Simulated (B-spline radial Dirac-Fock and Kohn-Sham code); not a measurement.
## What relativity does to the binding energies of Ce⁷⁺

System: Ce⁷⁺, configuration [Kr] 4d10 5s2 5p3.

Both columns are ΔSCF binding energies of the configuration average from a radial B-spline solver: non-relativistic Hartree-Fock with a point nucleus, and Dirac-Fock with a finite nucleus and the Coulomb interaction alone, averaged over the two j levels with weights 2j+1.

```tsv
shell	Hartree-Fock (eV)	Dirac-Fock (eV)	shift (eV)	shift (%)
1s	38758.5	40707.9	+1949.41	+5.03
2s	6193.4	6683.3	+489.93	+7.91
2p	5846.0	5995.2	+149.14	+2.55
3s	1446.3	1555.4	+109.10	+7.54
3p	1295.3	1330.5	+35.23	+2.72
3d	1016.8	1003.6	-13.16	-1.29
4s	383.7	408.2	+24.44	+6.37
4d	219.7	216.0	-3.71	-1.69
5s	123.8	128.9	+5.12	+4.13
5p	106.1	107.3	+1.17	+1.10
```

Relativity binds 1s, 2s, 2p, 3s, 3p, 4s, 5s, 5p more strongly, among those listed most of all 2s in relative terms, and 3d, 4d more weakly, because the contracted s and p shells screen the nucleus better.

Values without a named source are computed, but for edge energies of neutral atoms, which are taken from tables.
